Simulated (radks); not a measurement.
Results of a calculation; reference values are marked as such.
All-electron atom: Mo9+ in [Ar] 3d10 4s2 4p3.

Level of theory: scalar-relativistic Kohn-Sham, PBE, spin-polarised, spherical densities, finite nucleus; open shells are filled with parallel spins first (spin-orbit coupling, left out, can overturn this in heavy ions); Fermi nuclear charge, rms radius 4.4091 fm (a radial shooting solver on a logarithmic mesh with Libxc functionals).

Energy parts (eV):
part                       energy
total                 -109522.381
kinetic                112951.136
electron-nucleus      -258644.420
Hartree                 39394.522
exchange-correlation    -3223.619

Orbitals (lengths in bohr, moments of r in powers of bohr):
orbital	occ.	eigenvalue (eV)	<r>
1s up	1	-19985.97	0.03517
1s down	1	-19985.31	0.03517
2s up	1	-2961.729	0.1537
2s down	1	-2961.353	0.1537
2p up	3	-2665.370	0.1339
2p down	3	-2664.750	0.1339
3s up	1	-634.4484	0.4275
3s down	1	-633.6685	0.4273
3p up	3	-537.1877	0.4287
3p down	3	-536.3030	0.4283
3d up	5	-379.1694	0.4117
3d down	5	-378.2319	0.4107
4s up	1	-207.5698	1.017
4s down	1	-201.8995	1.017
4p up	3	-178.1943	1.082
4p down	0	-172.5455	1.085

The highest occupied level is 4p up at -178.19 eV. Summed over all electrons, <r^2> = 10.20 bohr^2, which gives a Langevin (diamagnetic) susceptibility term of -8.08 x 10^-6 cm^3/mol. The electron density at the nucleus is 9.275e+04 e/bohr^3 (large components only). The spin density at the nucleus is -2.844 e/bohr^3 (1s -1.710, 2s 0.422, 3s 0.244, 4s -1.801). The density falls to 0.001 e/bohr^3 at r = 2.30 bohr. Spin moment in Bohr magnetons: 3. For comparison, the ionisation energy in NIST's Atomic Spectra Database is 186 eV (semi-empirical). In exact Kohn-Sham theory the highest level is minus the ionisation energy, but local and semilocal functionals leave it too shallow, through self-interaction and a potential that decays too fast; potentials with the right tail come closer.
